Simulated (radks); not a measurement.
Q: These are the eigenvalues of the occupied orbitals of an atom or ion with whole-number occupations (hartree). Method: scalar-relativistic Kohn-Sham, PBE, spin-polarised, spherical densities, finite nucleus; Fermi nuclear charge, rms radius of each element as measured or else 0.836 A^(1/3) + 0.57 fm; computed with a radial shooting solver on a logarithmic mesh with Libxc functionals.

| orbital | eigenvalue |
|---|---|
| 1s up | -1263.385 |
| 1s down | -1263.384 |
| 2s up | -196.8722 |
| 2s down | -196.8715 |
| 2p up | -176.6885 |
| 2p down | -176.6873 |
| 3s up | -40.50142 |
| 3s down | -40.50016 |
| 3p up | -33.98190 |
| 3p down | -33.98046 |
| 3d up | -24.31282 |
| 3d down | -24.31144 |
| 4s up | -7.54776 |
| 4s down | -7.54482 |
| 4p up | -5.48322 |
| 4p down | -5.48022 |
| 4d up | -2.47379 |
| 4d down | -2.46937 |
| 5s up | -1.00215 |
| 5s down | -0.97615 |
| 5p up | -0.55946 |
| 5p down | -0.53263 |
| 7p up | -0.03123 |

Which element is it, and in what charge state? The configuration may be excited. Open shells, if any, are filled with parallel spins first.

A: Z = 54, xenon, charge 0: Xe in [Kr] 4d10 5s2 5p5 7p1. The list shows which subshells hold electrons but not how many an open one holds; the 1s level, -1263.4 hartree, gives Z - s = 50.3 by -(Z - s)^2/2, which with screening and relativity narrows Z to a few neighbours, and the depths of the outer levels then fix element, charge and occupations together.
